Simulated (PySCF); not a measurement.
Species: C₅H₈NO (charge -1).
SMILES with atom numbers: `[CH3:1][C:2]([CH3:3])([O-:4])[CH2:5][C:6]#[N:7]` (hydrogens: H8, H9, H10 on C1; H11, H12, H13 on C3; H14, H15 on C5)

Computed geometry: GFN2-xTB, gas phase.

**Question.** List the bond lengths, angles and torsions at this level.

**Answer.** 
| bond | length (pm) |
| --- | --- |
| C1–C2, C2–C3 | 156.6 |
| C2–O4 | 128.9 |
| C2–C5 | 167.3 |
| C5–C6 | 140.7 |
| C6≡N7 | 115.7 |
| C1–H8 and 5 like bonds | 109.0 |
| C5–H14, C5–H15 | 109.1 |

Bonds in one row agree within 1 pm and their mean is given. A selection of angles:
| angle | degrees |
| --- | --- |
| C2–C1–H8 | 111.6 |
| C2–C1–H9 | 108.9 |
| H8–C1–H9 | 109.3 |
| H9–C1–H10 | 108.1 |
| C1–C2–C3 | 107.1 |
| C1–C2–O4 | 115.1 |
| C1–C2–C5 | 104.2 |
| O4–C2–C5 | 109.9 |
| C2–C5–C6 | 115.4 |
| C2–C5–H14 | 105.1 |
| C6–C5–H14 | 110.7 |
| H14–C5–H15 | 109.3 |
| C5–C6–N7 | 177.4 |

Torsions: C1–C2–C5–C6 -56° (synclinal).

The 4 C–C bonds span 1.407 Å (C5–C6, drawn single) to 1.673 Å (C2–C5, drawn single), a spread of 0.266 Å. Of the pairs four or more bonds apart, C6···H8 is among the closest relative to their van der Waals radii: 2.57 Å, 89 % of the sum of Bondi's values.

Point group: Cs (every atom within 0.08 Å of its image). GFN2-xTB frequencies: not computed here.

One conformer stands for the species.
